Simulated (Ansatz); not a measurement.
`Br[SiH]1N[SiH2]1` + `Cl[Si]Br` → `Cl[SiH]1N[SiH2]1` + `Br[Si]Br` at 700 K and 1 bar (redistribution).

Isolated molecules relaxed with PBE0-D4/def2-TZVP in Ansatz; ΔE leaves out vibrations. CBS: MP2 limit from def2 TZ/QZ plus the TZ coupled-cluster correction, frozen cores. For Br outer-core shells are correlated without core-valence functions, which leaves a few kJ/mol of doubt a bond. Scalar relativity is left out up to krypton.

```
           species  CCSD(T)/CBS energy (Eh)  H − E (kJ/mol)  S (J/(mol·K))
`Br[SiH]1N[SiH2]1`              -3208.63140           179.5          432.7
        `Cl[Si]Br`              -3322.23177            41.7          346.5
`Cl[SiH]1N[SiH2]1`              -1095.09347           179.9          419.8
        `Br[Si]Br`              -5435.76988            41.4          353.0
```

H − E and S are ideal-gas, rigid-rotor, harmonic terms from PBE0-D4/def2-TZVP, for one conformer and one mirror image of each species. 1 Eh = 2625.50 kJ/mol, R = 8.31446 J/(mol·K).

Question: By hand: ΔE, ΔH, ΔS and ΔG.

Answer: ΔE = (-1095.09347) + (-5435.76988) − (-3208.63140) − (-3322.23177) = -0.00018 Eh = -0.5 kJ/mol. Δ(H − E) = 179.9 + 41.4 − 179.5 − 41.7 = 0.1, so ΔH = -0.4 kJ/mol. ΔS = 419.8 + 353.0 − 432.7 − 346.5 = -6.4 J/(mol·K). ΔG = -0.4 − 700 × (-6.4)/1000 = 4.1 kJ/mol.

Question: By hand: the equilibrium constant, and the temperature at which ΔG would vanish if ΔH and ΔS stayed fixed.

Answer: log₁₀ K = −ΔG/(RT ln 10) = -0.3. ΔG = 0 at ΔH/ΔS = 62 K, though so small a ΔH makes that figure unsure.

TΔS isn't small against ΔH here. The sign of ΔG lies within the doubt. A doubt of 5 kJ/mol in ΔE shifts log₁₀ K by 0.4 here. Other conformers and mirror images would add mixing entropy, several J/(mol·K) or more a flexible species. These are equilibria of isolated gas molecules and say nothing of rates. Largest T1 diagnostic: 0.012 (customary marks: 0.02 for closed shells, 0.045 for open ones).
